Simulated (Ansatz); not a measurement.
`[OH][GaH2]`: the same geometry under several functionals.

```yaml
crystal:
  periodic: [false, false, false]
  atoms:
    - {symbol: O, position_ang: [0.803989, -0.725321, 0.693105]}
    - {symbol: Ga, position_ang: [-0.152103, 0.445333, -0.262059]}
    - {symbol: H, position_ang: [0.400179, -1.592137, 0.767665]}
    - {symbol: H, position_ang: [-1.510394, -0.050504, -0.860849]}
    - {symbol: H, position_ang: [0.508229, 1.849029, -0.379261]}
basis:
  gaussian: {orbitals: def2-TZVPP}
hamiltonian: {xc: {name: B3LYP}, dispersion: d4}
output: {forces: true, orbitals: {seedname: orbitals}}
```

```sh
$ ansatz run in.yaml --threads 2 --pin off --events-out ev --progress --plain --max-ram 32768MiB --backend cpu
```

It prints (some lines left out):

```
Functional definition: B3LYP
731 factors; their error is unknown
mean field evaluation 1: about -54469.9250 eV, gradient 6.6e1 eV
mean field evaluation 2: about -54421.1081 eV, gradient 1.6e2 eV
mean field evaluation 4: about -54476.5310 eV, gradient 1.1e1 eV
mean field evaluation 8: about -54476.7760 eV, gradient 1.6e-1 eV
mean field -54476.77598085 eV, -2001.9845916111 hartree, gradient 3.8e-5 eV, S^2 0.000000; 0 other end points of the search recorded, 0 dependent functions left out
reference -54476.77619924 eV, -2001.9845996370 hartree; 21, 21 occupied and 100, 100 virtual orbitals, 731 factors
Total energy: -54476.86670726 eV, -2001.9879257454 hartree
Atom 0 at     0.803989    -0.725321     0.693105 Å, force     0.120960    -0.135690     0.116433 eV/Å
Atom 1 at    -0.152103     0.445333    -0.262059 Å, force    -0.153270     0.212317    -0.161785 eV/Å
Atom 2 at     0.400179    -1.592137     0.767665 Å, force     0.017157    -0.059650     0.030753 eV/Å
Atom 3 at    -1.510394    -0.050504    -0.860849 Å, force     0.017333     0.007097     0.007364 eV/Å
Atom 4 at     0.508229     1.849029    -0.379261 Å, force    -0.002180    -0.024074     0.007235 eV/Å
Dipole moment:    -0.261778    -0.085995    -0.118780 e Å
```

Hardware: 2 threads of a server CPU on a shared host. Wall time 2.7 s, peak host memory 0.36 GiB.

The same input with `hamiltonian: {xc: {name: CAM-B3LYP}, dispersion: d4}` and no forces (abridged; 2.6 s):

```
Functional definition: CAM-B3LYP
mean field -54477.86016044 eV, -2002.0244344764 hartree, gradient 3.8e-5 eV, S^2 0.000000
Total energy: -54477.90664627 eV, -2002.0261427991 hartree
```

The same input with `hamiltonian: {xc: {name: B97M-V}}` and no forces (abridged; 4.7 s):

```
Functional definition: B97M-V
mean field -54464.63778073 eV, -2001.5385209842 hartree, gradient 7.6e-5 eV, S^2 0.000000
Total energy: -54464.63783235 eV, -2001.5385228815 hartree
```

The same input with `hamiltonian: {xc: {name: r2SCAN0}, dispersion: d4}` and no forces (abridged; 2.6 s):

```
Functional definition: r2SCAN0
mean field evaluation 16: about -54472.8489 eV, gradient 1.7e-5 eV
mean field -54472.84892862 eV, -2001.8402751035 hartree, gradient 1.7e-5 eV, S^2 0.000000
Total energy: -54472.86342023 eV, -2001.8408076606 hartree
```

Changing it to `hamiltonian: {xc: hse06, dispersion: d4}` and no forces (abridged; 2 s):

```
Functional definition: HSE06
mean field evaluation 16: about -54465.9367 eV, gradient 3.1e-5 eV
mean field -54465.93666552 eV, -2001.5862541201 hartree, gradient 3.1e-5 eV, S^2 0.000000
Total energy: -54465.97942223 eV, -2001.5878254003 hartree
```

Changing it to `hamiltonian: {xc: {name: wB97M-V}}` (abridged; 6.5 s):

```
Functional definition: wB97M-V
mean field -54471.55899130 eV, -2001.7928707816 hartree, gradient 5.6e-5 eV, S^2 0.000000
Total energy: -54471.55903357 eV, -2001.7928723348 hartree
Atom 0 force    -0.017403    -0.095503     0.023582 eV/Å
Atom 1 force    -0.091443     0.138246    -0.100592 eV/Å
Atom 2 force     0.045496     0.036641     0.013069 eV/Å
Atom 3 force     0.124594     0.047842     0.054091 eV/Å
Atom 4 force    -0.061243    -0.127226     0.009850 eV/Å
Dipole moment:    -0.268072    -0.081244    -0.124030 e Å
```

B3LYP takes the VWN-RPA correlation (the form of Gaussian; ORCA's B3LYP/G).

HSE06 is the plane-wave form, built on full-range PBE exchange.
